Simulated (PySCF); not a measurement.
# From computed data to an observable: dipole moment from atomic charges

Si(H)(NH2) (H3NSi), SMILES N[SiH] (connectivity only; charge and spin as stated), neutral, multiplicity 1. Atoms are numbered in the order given.

```xyz
5

Si     0.1137     0.6782     0.0000
H     -1.3987     0.9083     0.0000
N     -0.0169    -1.0304     0.0000
H     -0.8728    -1.5650     0.0000
H      0.7981    -1.6255     0.0000
```

Geometry optimised at B3LYP-D3(BJ)/def2-TZVP.

Charges (e) from PBE/def2-TZVPD (PySCF):

```json
[
 {"atom": "Si1", "IAO": "0.307", "ESP fit": "-0.057"},
 {"atom": "H2", "IAO": "-0.137", "ESP fit": "-0.006"},
 {"atom": "N3", "IAO": "-0.721", "ESP fit": "-0.491"},
 {"atom": "H4", "IAO": "0.274", "ESP fit": "0.277"},
 {"atom": "H5", "IAO": "0.278", "ESP fit": "0.277"}
]
```

The dipole moment of the full density is 2.08 D.

Problem. What dipole moment does each set of point charges give, and which comes closer to that of the density?

Solution. 
μ = Σ q r, and 1 e Å = 4.8032 D.
IAO: Σ q r = (0.221, -0.054, 0.000) e Å, |μ| = 1.09 D.
ESP fit: Σ q r = (-0.010, -0.422, 0.000) e Å, |μ| = 2.03 D.
ESP fit comes closer in size. Point charges leave out the atoms' own dipoles (lone pairs, polarised bonds); fits to the potential absorb them, partitions of the density don't.
